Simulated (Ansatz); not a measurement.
`NC(=O)[SiH2]F` and `N[C](=O)[GeH2][Cl]` differ in one atom or group.

Ansatz, PBE0-D4/def2-TZVP geometries, multiplicity 1. Each molecule was computed in one conformer, which needn't be the lowest.

Scalar relativity is left out up to krypton.

```tsv
property	`NC(=O)[SiH2]F`
HOMO energy (ωB97M-V/def2-TZVPP) / eV	-9.70
size of the dipole moment (B3LYP/def2-TZVPP) / D	2.55
LUMO energy (ωB97M-V/def2-TZVPP) / eV	1.76
HOMO–LUMO gap (PBE0/def2-TZVPP) / eV	6.91
LUMO energy (PBE0/def2-TZVPP) / eV	-0.44
LUMO energy (B3LYP/def2-TZVPP) / eV	-0.68
```

(1) What does the change do to each property? (Best estimate.)

Answers

(1) Computed: 
```tsv
property	`N[C](=O)[GeH2][Cl]`	shift
HOMO energy (ωB97M-V/def2-TZVPP) / eV	-9.61	0.09
size of the dipole moment (B3LYP/def2-TZVPP) / D	1.72	-0.83
LUMO energy (ωB97M-V/def2-TZVPP) / eV	1.70	-0.06
HOMO–LUMO gap (PBE0/def2-TZVPP) / eV	7.00	0.09
LUMO energy (PBE0/def2-TZVPP) / eV	-0.36	0.08
LUMO energy (B3LYP/def2-TZVPP) / eV	-0.60	0.08
```

Dipoles are sizes alone; their direction can turn.

B3LYP here is the variant with VWN-RPA as its local correlation; programs differ in this.
